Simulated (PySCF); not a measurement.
A geometry optimisation on trans-NiI2(PH3)2 (`[PH3]->[Ni](<-[PH3])([I])[I]`) [triplet].

Method: PBE0-D3(BJ)/def2-SVP geometry optimisation, gas phase, def2 core potentials past Kr (PySCF 2.14.0). Start geometry: GFN2-xTB. The input is one job of a driver script: a line of settings, then coordinates in Å.

Input:
```
{"job": {"xc": "PBE0", "basis": "def2-SVP", "d3": "d3bj", "grid": 1, "maxiter": 40, "kind": "geom"}, "charge": 0, "multiplicity": 3}
Ni     0.048060    -0.000040    -0.002800
I      2.567690    -0.007390     0.040840
P      0.005210     2.359610     0.174380
H     -1.022310     3.131190     0.684710
H     -0.139900     2.815080    -1.128140
H      1.046580     3.216330     0.491510
I     -2.476140    -0.007120    -0.004700
P      0.016360    -2.358140    -0.191490
H     -1.011790    -3.148940    -0.672440
H     -0.096870    -2.795930     1.121360
H      1.063110    -3.204660    -0.513220
```

Output:
```
step   0  E = -2789.24944890  max force = 0.015721
step   1  E = -2789.25473342  max force = 0.007614
step   2  E = -2789.25546769  max force = 0.005269
step   3  E = -2789.25589051  max force = 0.002654
step   4  E = -2789.25626252  max force = 0.003317
step   5  E = -2789.25625553  max force = 0.003046
step   6  E = -2789.25646961  max force = 0.001291
step   7  E = -2789.25648148  max force = 0.000610
step   8  E = -2789.25648873  max force = 0.000193
optimisation converged
```

Energies in Eh; «max force» is the largest Cartesian gradient component in Eh/bohr.

Q: Give the first gradient maximum in eV/Å.

A: With 1 Eh/bohr = 51.422 eV/Å, 0.808 eV/Å.

Q: How much energy does the optimisation release, in kcal/mol?

A: E(step 0) − E(last step) = 0.007040 Eh, which is 4.4 kcal/mol.

Main results: final energy -2789.25649 Eh after 8 steps; dipole 0.22 D.

Q: Where do the atoms end?

A: 0.108 Å rms from the input after alignment:
```
atom  x, y, z in Å
Ni1    0.0328    0.0006    0.0040
I2     2.6111   -0.0098    0.0819
P3    -0.0028    2.3896    0.0706
H4    -1.0556    3.0837    0.7195
H5    -0.1437    2.9621   -1.2200
H6     1.1116    3.1465    0.5164
I7    -2.5556   -0.0031    0.0082
P8     0.0127   -2.3867   -0.0949
H9    -1.0478   -3.0938   -0.7174
H10   -0.0878   -2.9591    1.1992
H11    1.1251   -3.1300   -0.5676
```

The run took 5.6 min wall on one thread of an Arm Neoverse V2, no GPU, on a shared host.
Labels such as C1 count atoms from 1, the log's own numbers from 0.

Neither the SCF state along the optimisation nor the shape of the open-shell metal species was proved the lowest: other solutions of the same spin, or a structure of lower symmetry, can lie below.
